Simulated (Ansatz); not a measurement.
Mulliken charges of `OC(=S)[O][GeH3]` from ωB97M-V/def2-TZVPP in Ansatz (PBE0-D4/def2-TZVP geometry).

| atom | x (Å) | y (Å) | z (Å) | charge (e) |
| --- | --- | --- | --- | --- |
| O1 | 0.153 | 1.387 | 0.414 | -0.252 |
| C2 | 0.099 | 0.336 | 1.248 | 0.309 |
| S3 | 0.188 | 0.483 | 2.873 | -0.280 |
| O4 | -0.030 | -0.787 | 0.602 | -0.343 |
| Ge5 | -0.124 | -0.869 | -1.226 | 0.233 |
| H6 | 0.248 | 2.175 | 0.965 | 0.198 |
| H7 | 1.182 | -0.309 | -1.791 | 0.044 |
| H8 | -0.267 | -2.377 | -1.433 | 0.047 |
| H9 | -1.360 | -0.085 | -1.670 | 0.044 |

Problem. By hand: the dipole of these point charges (1 e Å = 4.8032 D).

Solution. Σ q r = (-0.050, -0.012, -1.044) e Å, of length 1.045 e Å = 5.02 D.

Problem. How does the dipole of the full density compare? (An estimate is asked.)

Solution. Ansatz gave: (-0.031, 0.118, -0.880) e Å, 4.27 D; the point charges give 1.18 times that, at 8° from its direction.

Point charges leave out the atoms' own dipoles, such as those of lone pairs, and Mulliken's split depends on the basis, so the two needn't agree.
